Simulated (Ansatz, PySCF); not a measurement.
Bi(F)(Me)2 (C2H6BiF), SMILES [Bi]([CH3])([CH3])[F]. Atoms are numbered in the order given.

```xyz
10

Bi    -0.0077    -0.0911     0.2810
F     -0.1091    -1.6929    -1.0168
C      1.7001     0.8831    -0.8867
H      2.6709     0.6261    -0.4408
H      1.5676     1.9748    -0.9073
H      1.6332     0.4724    -1.9042
C     -1.5793     1.0921    -0.8850
H     -2.5740     0.9621    -0.4369
H     -1.5676     0.6749    -1.9020
H     -1.3080     2.1577    -0.9076
```

The structure is a stationary point at B3LYP-D3(BJ)/def2-SVP. The structure was generated by enumeration; whether it is a known compound was not checked. The def2 effective core potentials stand for the cores of Bi; spin–orbit coupling is left out.

Two levels are set side by side: PBE-D3(BJ)/def2-SVP (Ansatz, an electronic-structure program) and B3LYP-D3(BJ)/def2-SVP (Ansatz). Each level has its own optimised geometry; the coordinates shown are those of the second. Frequencies come from the Hessian of PySCF at each geometry. Differences are taken from unrounded values.

```tsv
quantity	B3LYP-D3(BJ)
mean bond length (Å)	1.470
bond Bi1–F2 (Å)	2.064
bond Bi1–C3 (Å)	2.287
bond Bi1–C7 (Å)	2.287
bond C3–H4 (Å)	1.099
bond C3–H5 (Å)	1.100
bond C3–H6 (Å)	1.099
bond C7–H8 (Å)	1.099
bond C7–H9 (Å)	1.099
bond C7–H10 (Å)	1.100
highest harmonic wavenumber (cm⁻¹)	3166
mean harmonic wavenumber (cm⁻¹)	1323
zero-point energy (kcal/mol)	45.40
```

Question: What does PBE-D3(BJ) give, and how far is it from B3LYP-D3(BJ)? (An estimate is asked for; the answer gives what the named calculation found.)

Answer: 
```csv
quantity,PBE-D3(BJ),PBE-D3(BJ) minus B3LYP-D3(BJ)
mean bond length (Å),1.478,0.007
bond Bi1–F2 (Å),2.076,0.012
bond Bi1–C3 (Å),2.291,0.005
bond Bi1–C7 (Å),2.291,0.005
bond C3–H4 (Å),1.106,0.007
bond C3–H5 (Å),1.107,0.007
bond C3–H6 (Å),1.107,0.008
bond C7–H8 (Å),1.106,0.008
bond C7–H9 (Å),1.107,0.008
bond C7–H10 (Å),1.107,0.007
highest harmonic wavenumber (cm⁻¹),3113,-53
mean harmonic wavenumber (cm⁻¹),1289,-34
zero-point energy (kcal/mol),44.23,-1.17
```

Exact exchange shortens and stiffens bonds; PBE has none. Differences between two approximate levels are no errors against the true value.
